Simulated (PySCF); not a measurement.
Compound: C5H7N2OP.
Structure used (GFN2-xTB), in Å, numbered top down from 1:
```
atom  x, y, z in Å
C1    -2.364   -1.731    0.311
C2    -1.109   -1.322    0.206
N3    -0.759    0.014    0.030
N4    -1.690    0.962   -0.043
C5    -1.148    2.130   -0.208
P6     0.613    2.178   -0.291
C7     0.522    0.458   -0.079
O8     1.502   -0.464   -0.011
C9     2.807    0.052   -0.128
H10   -2.597   -2.770    0.446
H11   -3.177   -1.029    0.262
H12   -0.254   -1.980    0.248
H13   -1.789    2.990   -0.283
H14    2.940    0.555   -1.091
H15    3.480   -0.800   -0.054
H16    3.015    0.768    0.674
```

NICS = −σ at a ghost point: NICS(0) at the centroid of the ring atoms, NICS(1) 1 Å to either side along the normal of their mean plane, zz for the tensor component along that normal. Level: GIAO PBE0/pcSseg-1 (PySCF, non-relativistic, gas phase) on the GFN2-xTB geometry, one conformer.

Ring bond lengths (Å), with Mayer bond orders in brackets: N3–N4 1.332 (1.14), N4–C5 1.298 (1.60), C5–P6 1.763 (1.18), P6–C7 1.736 (1.33), C7–N3 1.360 (1.11).

Question: Give the NICS values of each ring in ppm.

Answer: 
```json
{"ring": "N3–N4–C5–P6–C7", "type": "5-membered ring with 2 N and P; formal bonds all aromatic", "NICS(0)": "-10.8", "NICS(1), two faces": "-10.5 / -10.5", "NICS(1)zz, two faces": "-22.8 / -22.8", "rms pucker (Å)": "0.00", "centre to ring atoms, mean (Å)": "1.26"}
```

Question: What do they say, and how far can they be read as aromaticity?

Answer: 
- N3–N4–C5–P6–C7: mean NICS(1)zz -22.8 ppm, shielded.

Question: How equal are the bonds by HOMA? HOMA = 1 − mean of α(R − Ropt)² over the ring bonds, with Krygowski's 1993 parameters (CN: Ropt 1.334 Å, α 93.52 Å⁻²; CP: Ropt 1.698 Å, α 118.91 Å⁻²; NN: Ropt 1.309 Å, α 130.33 Å⁻²).

Answer: 
- N3–N4–C5–P6–C7: HOMA 0.82; the largest term is that of C5–P6, α(R − Ropt)² = 0.51.

Question: What is the mean of the two in-plane components of NICS at the first NICS(1) probe listed for ring N3–N4–C5–P6–C7, 1 Å off the ring?

Answer: The isotropic value is a third of the trace: (3 × -10.5 − (-22.8))/2 = -4.3 ppm.

Question: Give the inner angles of the rings and the Hirshfeld charges of the ring atoms.

Answer: 
- N3–N4–C5–P6–C7: N3 114.9° (+0.038 e), N4 110.8° (-0.118 e), C5 116.6° (-0.069 e), P6 85.1° (-0.028 e), C7 112.5° (+0.058 e); sum 540.0° against 540° for a flat convex ring.

Cost: about 90 s of CPU time on one thread; the machine was shared, so the figure is rough. This is the whole shielding run at PBE0/pcSseg-1, SCF included.
